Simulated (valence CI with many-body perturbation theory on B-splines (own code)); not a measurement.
**Hf⁴⁰⁺: what the settings do**

Computed by configuration interaction combined with many-body perturbation theory (CI+MBPT): four valence electrons over a frozen Dirac-Fock core [Ar] 3d10, radial functions for each j: 6 s, 6 p, 5 d, 3 f, 1 g, with the one-electron correlation potential Σ1 (screened to all orders), the two-electron term Σ2, the three-electron term Σ3, Breit, model QED; selected single and double excitations, second order for the rest, scaled by the run's own slope (own B-spline code, finite nucleus).

The last digits are not significant, and no measured levels were compared; by estimate large intervals hold to a few tenths of a per cent, small ones and those within an open d or f shell to about a per cent.

The reference run has the lowest level (4s^2 4p1/2^2) J=0 and an ionisation energy of 1964.80 eV. Its largest variational space holds 9999 state functions.

Levels are named by their leading jj configuration (3d3/2^4 stands for four electrons in 3d with j = 3/2), which in mixed levels can hold well under half, so a name can repeat and another be missing. Letters in brackets count levels of one name in rising energy.

Changed runs:
A. scale of Σ1 1 → 0; scale of Σ2 1 → 0; three-electron term on → off; orbitals per symmetry with explicit Σ2 and valence Breit (the others get mean screening factors) 5 → 3
B. scale of Σ1 1 → 0; scale of Σ2 1 → 0; three-electron term on → off
C. lowest core n in screening and Σ2 1 → 4
D. scale of Σ1 1 → 0 (bad on purpose)

Excitation energies of the reference run in cm⁻¹, and shifts in cm⁻¹:

```tsv
Level	Reference	A	B	D
(4s^2 4p1/2 4p3/2) J=1	633240	-3574	-3573	-1915
(4s^2 4p1/2 4p3/2) J=2	666547	-3038	-3034	-1924
(4s^2 4p3/2^2) J=2	1324890	-6301	-6298	-3841
(4s 4p1/2^2 4p3/2) J=2	1367390	-3893	-3889	-1100
(4s^2 4p3/2^2) J=0	1397110	-5010	-5012	-3854
(4s 4p1/2^2 4p3/2) J=1	1481180	+678	+678	-1101
(4s^2 4p1/2 4d3/2) J=2	1811300	-1326	-1320	-192
(4s 4p1/2 4p3/2^2) J=2 [a]	1934780	-7666	-7663	-2387
(4s^2 4p1/2 4d3/2) J=1	1950510	+6857	+6859	-350
(4s^2 4p1/2 4d5/2) J=3	1985080	-4530	-4522	-1890
(4s^2 4p1/2 4d5/2) J=2	2072120	+2467	+2469	-1551
(4s 4p1/2 4p3/2^2) J=3	2090350	-371	-364	-2016
Ionisation energy (eV)	1964.80	-1.84	-1.84	-1.81
```

Run C: It gave no result: the setting left no core shell for the response of the core. The program said: "need at least one array to concatenate".
